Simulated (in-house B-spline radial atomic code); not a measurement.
Values are calculated unless marked as measured or tabulated.
## Making a Troullier-Martins p channel for Ge, r_c = 1.65 bohr

Ge, [Ar] 3d10 4s2 4p2, non-relativistic LDA (VWN5), spherical and spin-unpolarised, from a B-spline radial code for spherical atoms (atomic units). The all-electron 4p level is ε = -0.149882 hartree, its outermost node lies just inside 0.84 bohr and its outer maximum at 2.21 bohr.

Inside r_c the pseudo-orbital is u(r) = r^2 exp(p(r)), with p = c0 + c2 r² + c4 r⁴ + … + c12 r¹². The seven coefficients follow from p and its first four derivatives at r_c, from zero curvature of the screened potential at the origin, c4 = −c2²/(2l + 5), and from the norm inside r_c. At r_c the all-electron orbital has P = 0.5492525, P' = 0.2957072, the screened potential V = -1.197081, V' = 1.590691, V'' = -3.138764, and the norm inside is Q = 0.1305765.

(1) What are p, p' and p'' at r_c?

For a trial c2 the five matching conditions are linear in c0, c6, c8, c10 and c12, and c2 is varied until the norm inside r_c equals Q. The root nearest zero gives:

```csv
n,c_n
0,-1.08066
2,-0.3541178
4,-0.0179142
6,0.2108774
8,-0.1369373
10,0.03387704
12,-0.003002086
```

(2) Check c4 and p(r_c), and find the screened pseudopotential at the origin.

Orbitals and screened potentials:

| r (bohr) | P | u | V all-electron | V pseudo |
| --- | --- | --- | --- | --- |
| 0.165 | 0.1068 | 0.009151 | -111.6 | -1.916 |
| 0.412 | -0.2383 | 0.05427 | -24.57 | -1.786 |
| 0.66 | -0.1577 | 0.1279 | -9.225 | -1.299 |
| 0.908 | 0.07941 | 0.2207 | -4.533 | -0.6602 |
| 1.155 | 0.2951 | 0.3317 | -2.644 | -0.5584 |
| 1.402 | 0.4508 | 0.453 | -1.715 | -1.153 |
| 1.65 | 0.5493 | 0.5493 | -1.197 | -1.197 |

Logarithmic derivatives P'/P at R = 1.95 bohr, for energies E around ε:

```tsv
E − ε (hartree)	all-electron	pseudo
-0.5	0.71934	0.715145
-0.25	0.468781	0.467455
-0.1	0.300182	0.299934
0	0.178451	0.178452
0.1	0.0480089	0.0476979
0.25	-0.166952	-0.169299
0.5	-0.592131	-0.605485
```

(3) With P(R) = 0.6080937 and a norm of 0.2327516 inside R, what slope in energy does norm conservation fix?

## Answers

(1) p = ln(P/r_c^2) = ln(0.5492525/2.7225) = -1.60075. p' = P'/P − 2/r_c = 0.53838 − 1.21212 = -0.67374. The radial equation gives p'' = 2(V − ε) − 2(2) p'/r_c − p'² = -2.09440 − (-1.63331) − 0.45393 = -0.91501. Differentiating, p''' = 2V' + 2(2)p'/r_c² − 2(2)p''/r_c − 2p'p'' = 3.1767, and p'''' = 2V'' − 4(2)p'/r_c³ + 4(2)p''/r_c² − 2(2)p'''/r_c − 2p''² − 2p'p''' = -12.862.

(2) −c2²/7 = -0.0179142, as listed. The terms c_n r_c^n are -1.08066, -0.96409, -0.13278, 4.25533, -7.52304, 5.06693, -1.22245, which sum to -1.60075. Inverting the radial equation, V_l(r) = ε + 2 p'/r + (p'' + p'²)/2, so V_l(0) = ε + (2l + 3) c2 = -0.149882 + 5 × (-0.354118) = -1.9205 hartree, finite where the all-electron potential diverges.

(3) d(P'/P)/dE = −2 × (norm inside R)/P(R)² = -1.2589 per hartree·bohr at E = ε, for both atoms, since orbital and norm agree at R. Differences over ±0.1 hartree give -1.2609 (all-electron) and -1.2612 (pseudo), which also hold third-order terms. Half a hartree below ε the two curves differ by -0.0042.
